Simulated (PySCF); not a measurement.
Working out the excitation energy of B

B [He] 2s2 2p1 (2P) → B [He] 2s1 2p1 3s1 (4P). Computed with PySCF 2.14 in dyall-av2z (11s7p2d, 42 functions), with no relativity, point nucleus. Frozen: 1s2; the 8 highest virtual orbitals dropped. Energies in hartree (1 hartree = 27.21139 eV):

| part | B (lower) | B (upper) |
| --- | --- | --- |
| UHF | -24.532212 | -24.234771 |
| CCSD correlation | -0.062726 | -0.009710 |
| (T) | -0.001045 | -0.000064 |

Q: What does Hartree-Fock give?

A: (-24.234771) − (-24.532212) = 0.297441 hartree = 8.094 eV.

Q: What do CCSD and CCSD(T) give?

A: The CCSD correlation energies differ by 0.053016 hartree = 1.443 eV and the triples by 0.000981 hartree = 0.027 eV, so CCSD gives 9.537 eV and CCSD(T) 9.564 eV.

The upper state lies above the first ionisation limit, but in LS coupling its spin forbids autoionisation to the ground ion. A Rydberg-like electron needs more diffuse functions than a valence basis has.

A double-zeta basis recovers only part of the correlation energy.
